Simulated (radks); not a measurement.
Results of a calculation; reference values are marked as such.
Removal energies from the holmium ion Ho2+, [Xe] 4f11, by Delta-SCF beside the eigenvalue of the level emptied. Code: a radial shooting solver on a logarithmic mesh with Libxc functionals. Model: scalar-relativistic Kohn-Sham, r2SCAN, spin-polarised, spherical densities, finite nucleus; meta-GGA in the generalised Kohn-Sham scheme; Fermi nuclear charge, rms radius of each element as measured or else 0.836 A^(1/3) + 0.57 fm. Open shells are filled with parallel spins first.

[
 {"removed from": "4f", "final configuration": "[Xe] 4f10", "Delta-SCF (eV)": "23.629", "-eigenvalue (eV)": "15.270"},
 {"removed from": "5p", "final configuration": "[Kr] 4d10 4f11 5s2 5p5", "Delta-SCF (eV)": "46.526", "-eigenvalue (eV)": "40.336"},
 {"removed from": "5s", "final configuration": "[Kr] 4d10 4f11 5s1 5p6", "Delta-SCF (eV)": "71.861", "-eigenvalue (eV)": "65.165"},
 {"removed from": "4d", "final configuration": "[Kr] 4d9 4f11 5s2 5p6", "Delta-SCF (eV)": "183.33", "-eigenvalue (eV)": "174.08"}
]
